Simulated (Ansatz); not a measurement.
Start from `CCBO[SiH3]` and change one atom or group to get `CCBSC`.

Ansatz, PBE0-D4/def2-TZVP geometries, multiplicity 1. Each molecule was computed in one conformer, which needn't be the lowest.

```csv
property,`CCBO[SiH3]`
LUMO energy (PBE0/def2-TZVPP) / eV,-0.17
HOMO energy (PBE0/def2-TZVPP) / eV,-8.07
HOMO–LUMO gap (ωB97M-V/def2-TZVPP) / eV,12.09
HOMO energy (B3LYP/def2-TZVPP) / eV,-7.88
LUMO energy (ωB97M-V/def2-TZVPP) / eV,1.68
HOMO–LUMO gap (PBE0/def2-TZVPP) / eV,7.90
```

(1) Give the same properties after the change, and the shifts. (Best estimate.)

Answers

(1) Ansatz gave: 
```csv
property,`CCBSC`,shift
LUMO energy (PBE0/def2-TZVPP) / eV,-0.66,-0.49
HOMO energy (PBE0/def2-TZVPP) / eV,-7.48,0.59
HOMO–LUMO gap (ωB97M-V/def2-TZVPP) / eV,10.93,-1.16
HOMO energy (B3LYP/def2-TZVPP) / eV,-7.25,0.63
LUMO energy (ωB97M-V/def2-TZVPP) / eV,1.27,-0.41
HOMO–LUMO gap (PBE0/def2-TZVPP) / eV,6.82,-1.08
```

With PBE0 the HOMO rises by 0.59 eV and the LUMO falls by 0.49 eV, so the gap narrows by about 1.08 eV. PBE moves the HOMO by 0.30 eV and ωB97M-V by 0.75 eV.

B3LYP here is the variant with VWN-RPA as its local correlation; programs differ in this.
